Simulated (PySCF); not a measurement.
**Spinor energies of Mg⁺ (magnesium, charge +1)**

Start: [Ne] 3p1; 3p3/2 filled at m_j = +3/2. Calculated with PySCF 2.14 in x2c-TZVPall-2c (5s5p3d, 35 functions): generalised Hartree-Fock with the X2C-1e Hamiltonian and a Gaussian nucleus; one run each with spin-orbit coupling (SO) switched off, then screened by Boettger's factors. This is a chosen level, not necessarily the ground level.

| spinor shell | electrons | ε, spin-free (eV) | ε, screened SO (eV) | weight of nominal j (screened SO) | rms radius, screened SO (bohr) |
| --- | --- | --- | --- | --- | --- |
| 1s1/2 | 2 | -1347.3 | -1347.3 | 1.000 | 0.151 |
| 2s1/2 | 2 | -113.36 | -113.36 | 1.000 | 0.755 |
| 2p1/2 | 2 | -72.811 | -72.978 | 0.963 | 0.768 |
| 3p3/2 | 1 | -10.409 | -10.405 | 1.000 | 3.89 |

Problem. Where does 2p3/2 lie, and what is the 2p spin-orbit splitting (screened SO)?

Solution. At -72.734 eV, 0.244 eV above 2p1/2.

| quantity | spin-free | screened SO |
| --- | --- | --- |
| E (hartree) | -199.51059 | -199.51052 |
| M_J | 3/2 | 3/2 |
| ⟨J²⟩ | 3.750 | 3.750 |
| ⟨L²⟩ | 2.000 | 2.000 |
| ⟨S²⟩ | 0.750 | 0.750 |

Each row is a mean over spinors that exchange with the open shell spreads, by up to 0.477 eV (2p3/2).

Without spin-orbit coupling the j labels of p, d and f shells carry no meaning; the spin-free column gives the mean over the occupied spinors of each nl shell.
